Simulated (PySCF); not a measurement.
## Peak assignment

Structure with atom numbers: `[O:1]=[C:2]1[CH:3]=[CH:4][O:5][C:6]([F:7])([F:8])[O:9]1`. Hydrogens are named by the atom that carries them.

One averaged value for each set of equivalent atoms, no relativistic terms, one conformer, in vacuum. Shielding tensors at PBE0/pcSseg-1 (GIAO); GFN2-xTB structure; PySCF.

Scale: TMS for 13C and 1H (reference shieldings calculated alike).

Question: Assign these signals to the numbered atoms. 13C{1H} NMR (computed): δ 164.0 (CH), 157.2 (C), 130.0 (C), 104.0 (CH).

Answer: 
| δ (ppm) | atoms | environment | reason |
| --- | --- | --- | --- |
| 164.0 | C4 | alkene carbon bearing oxygen | an sp2 carbon further deshielded by the attached heteroatom |
| 157.2 | C2 | ester carbonyl carbon | lone-pair donation from the attached heteroatom keeps it upfield of a ketone carbonyl |
| 130.0 | C6 | sp3 carbon bearing two oxygens | 4 electronegative neighbours deshield it |
| 104.0 | C3 | β carbon of an enol-ether or enamine type C=C | the O or N lone pair pushes π density onto this β carbon and shields it |

Question: Assign these signals to the numbered atoms. 1H NMR (300 MHz, computed): δ 7.35 (m, 1H), 5.72 (d, 1H).

Answer: 
```tsv
δ (ppm)	atoms	environment	reason
7.35	H(C4)	hydrogen on an alkene carbon bearing oxygen	a vinylic proton, deshielded by the sp2 carbon and the C=C anisotropy
5.72	H(C3)	hydrogen on a β carbon of an enol-ether or enamine type C=C	olefinic region
```

Splittings by 19F in the carbon and heteronuclear signals aren't shown, as no couplings were computed. Shifts are as computed. Against solution values, carbons near 30 ppm lie about +3 ppm off and those near 130 ppm about +5 ppm. Of 1211 compounds with measured shifts, 218 miss one by over three times the rms of a fit or turn the order of signals round; such compounds aren't used in these exercises. Multiplicities follow the n + 1 count of equivalent neighbours, as no J values were calculated; m marks all less simple cases, F and P coupling included.
